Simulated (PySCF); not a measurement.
Run record for `[CH3][Al@-]([NH3+])([F])[Cl]`: PBE0/def2-SVPD, IEF-PCM dichloromethane, grid level 3, full TDDFT, 25 singlets.

Method: TDDFT PBE0/def2-SVPD, vertical, IEF-PCM dichloromethane (non-equilibrium linear response), core orbitals frozen in the response (PySCF 2.14.0, density-fitted response routines). Geometry: GFN2-xTB. The command runs a driver script over a list of jobs; the input below is this job's line of settings and its coordinates in Å.

Command:
```bash
OMP_NUM_THREADS=1 python probes_run.py task.json out
```

Input:
```
{"job": {"kind": "uv", "xc": "PBE0", "basis": "def2-SVPD", "solvent": "dichloromethane", "nstates": 25, "ntriplets": 2, "tda": false, "grid": 3}, "charge": 0, "multiplicity": 1}
C      1.647741    -0.387116     0.088570
Al     0.134465     0.866163    -0.212197
N     -1.558944    -0.372427     0.072385
F     -0.326295     1.146484    -1.793740
Cl    -0.243474     2.368902     1.131345
H      1.662607    -0.812894     1.093616
H      1.647117    -1.222665    -0.613180
H      2.613924     0.107009    -0.036215
H     -2.369378     0.205636    -0.139043
H     -1.679866    -0.775584     0.995511
H     -1.522473    -1.120837    -0.613015
```

**Question.** What does the run print?

**Answer.** 
```
coarse grid: 10208 points
cycle   1  E = -898.1529505095  dE =  5.497e-02  |g| = 6.744e-01  |ddm| = 3.982e+00
cycle   2  E = -898.0791230716  dE =  7.383e-02  |g| = 9.663e-01  |ddm| = 1.565e+00
cycle   3  E = -898.2442755810  dE = -1.652e-01  |g| = 9.914e-02  |ddm| = 7.756e-01
cycle   4  E = -898.2462498538  dE = -1.974e-03  |g| = 2.363e-02  |ddm| = 1.379e-01
cycle   5  E = -898.2463685333  dE = -1.187e-04  |g| = 6.885e-03  |ddm| = 2.932e-02
cycle   6  E = -898.2463806192  dE = -1.209e-05  |g| = 8.308e-04  |ddm| = 1.242e-02
cycle   7  E = -898.2463807802  dE = -1.610e-07  |g| = 2.419e-04  |ddm| = 1.505e-03
final grid: 139192 points
cycle   8  E = -898.3433294083  dE = -2.326e-05  |g| = 6.814e-03  |ddm| = 6.077e-02
cycle   9  E = -898.3433247954  dE =  4.613e-06  |g| = 8.273e-03  |ddm| = 1.639e-02
cycle  10  E = -898.3433404090  dE = -1.561e-05  |g| = 5.968e-04  |ddm| = 7.755e-03
cycle  11  E = -898.3433404752  dE = -6.625e-08  |g| = 1.535e-04  |ddm| = 7.919e-04
cycle  12  E = -898.3433404785  dE = -3.290e-09  |g| = 6.120e-05  |ddm| = 1.938e-04
cycle  13  E = -898.3433404793  dE = -7.806e-10  |g| = 8.088e-06  |ddm| = 9.214e-05
converged SCF energy = -898.3433404793

Static polarisability (au): isotropic 75.530, principal 69.678 75.092 81.820

Singlet excitations
state   eV       nm        f      main configurations
  1   6.8215    181.8   0.13799   H->L 0.98
  2   7.7729    159.5   0.06043   H->L+1 0.95
  3   7.9742    155.5   0.10208   H-1->L 0.95
  4   8.0384    154.2   0.03240   H-2->L 0.83, H->L+2 0.13
  5   8.3212    149.0   0.01496   H->L+2 0.67, H->L+3 0.19, H-2->L 0.10
  6   8.3755    148.0   0.05798   H->L+3 0.73, H->L+2 0.16
  7   8.8059    140.8   0.08899   H-3->L 0.88
  8   8.9896    137.9   0.01034   H->L+4 0.86
  9   9.0468    137.0   0.00156   H-1->L+1 0.55, H-2->L+1 0.30
 10   9.1053    136.2   0.00233   H-2->L+1 0.55, H-1->L+1 0.27
 11   9.1896    134.9   0.03777   H->L+5 0.86
 12   9.2239    134.4   0.05302   H->L+6 0.87
 13   9.4004    131.9   0.05778   H-4->L 0.81, H-5->L 0.09
 14   9.4227    131.6   0.10255   H->L+7 0.87
 15   9.4339    131.4   0.07427   H-5->L 0.53, H-1->L+2 0.21, H-2->L+2 0.10
 16   9.4561    131.1   0.10826   H-1->L+2 0.51, H-5->L 0.17, H-1->L+3 0.12
 17   9.5256    130.2   0.05484   H->L+8 0.77, H-2->L+2 0.09
 18   9.5843    129.4   0.02117   H-2->L+2 0.46, H-2->L+3 0.16, H->L+8 0.12
 19   9.6307    128.7   0.00055   H-1->L+3 0.64, H-1->L+2 0.17
 20   9.7451    127.2   0.06855   H->L+9 0.44, H->L+10 0.18, H-3->L+1 0.18
 21   9.7608    127.0   0.00695   H-3->L+1 0.32, H-2->L+3 0.23, H->L+9 0.18
 22   9.7968    126.6   0.08032   H-6->L 0.84
 23   9.8874    125.4   0.03296   H->L+10 0.58, H-3->L+1 0.21
 24   9.9382    124.8   0.03739   H-2->L+3 0.24, H->L+10 0.12, H->L+11 0.11
 25  10.0553    123.3   0.15247   H->L+11 0.61, H-1->L+4 0.10

Triplet excitations (Tamm-Dancoff, eV): 6.5533 7.4395
```

The SCF starts on a coarse grid where the log names one; the energy can jump when the final grid takes over, and dE then counts from the start density on the new grid. H and L stand for HOMO and LUMO; the number after each pair is its weight.

**Question.** Give S1 in cm⁻¹ and kJ/mol.

**Answer.** 6.8215 eV × 8065.54 = 55019 cm⁻¹; × 96.485 = 658.2 kJ/mol.

**Question.** Which computed singlet has the largest oscillator strength, and what do all of them sum to?

**Answer.** State 25 at 10.06 eV (123 nm), f = 0.152; the 25 states sum to 1.398.

In short: SCF converged in 13 cycles with 162 basis and 632 fitting functions; HOMO -7.90 eV, LUMO -0.05 eV; lowest singlet 6.82 eV; lowest triplet 6.55 eV (Tamm–Dancoff); mean polarisability 75.5 au.

Geometry: GFN2-xTB; no vibrations or thermal averaging.

The run took 75 s wall, 60 s CPU on Intel Xeon at 2.50 GHz, one thread (shared host), and the process peaked at 0.73 GiB of memory.
